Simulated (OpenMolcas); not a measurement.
**In²⁺: effect of the active space**

```
Program             : OpenMolcas 26.06
Method              : CASSCF
Basis               : ANO-RCC-VDZP
Scalar Hamiltonian  : DKH2, point nucleus
Spin-orbit coupling : state interaction with AMFI integrals over the reference wave functions, term energies averaged over their components
```

A. 1 electron in 4 orbitals (5s 5p); 2S+1 = 2 even, 1 root; 2S+1 = 2 odd, 3 roots; cost about 8 core-seconds
B. 1 electron in 8 orbitals (5s 5p 6s 6p); 2S+1 = 2 even, 1 root; 2S+1 = 2 odd, 3 roots; cost of the order of 4 core-seconds

Energies in cm-1 above 5s 2S 1/2, the measured ground level; measured values from Moore, Atomic Energy Levels, vol. III, NSRDS-NBS 35 (1971 reprint of NBS Circular 467, 1958).

```tsv
Level	A	B	Measured
5s 2S 1/2	0.0	0.0	0.0
5p 2P* 1/2	55335	55335	57181
5p 2P* 3/2	59370	59370	61523
```

Deviations, from unrounded energies. A percentage is the sum of absolute deviations over the sum of measured energies, with the sign that they share, or ± where signs differ.

```csv
Against measurement,Levels,A,B
mean absolute deviation (cm-1),2,2000,2000
other configurations (%),2,-3.4,-3.4
```

A, B lie about equally close to measurement. The largest miss of A in the table is 5p 2P* 3/2, by -2200 cm-1. The ranking rests on the paired levels alone, and a cruder setting can come out closer through cancelling errors.

Between A and B no level of the table moves by more than 5 cm-1.

With one active electron the reference holds no correlation, so core polarisation is missing. With one active electron outside closed inactive shells, the extra shells (6p 6s) add no correlation to the reference (holds for B). Computed and measured levels are paired by configuration, term and J; levels that our copy of the source lacks, or whose pairing is in doubt (as where it misses far off the trend of its configuration), stay unpaired and out of the deviations. Levels of configurations outside the active space are missing.

* marks odd parity.
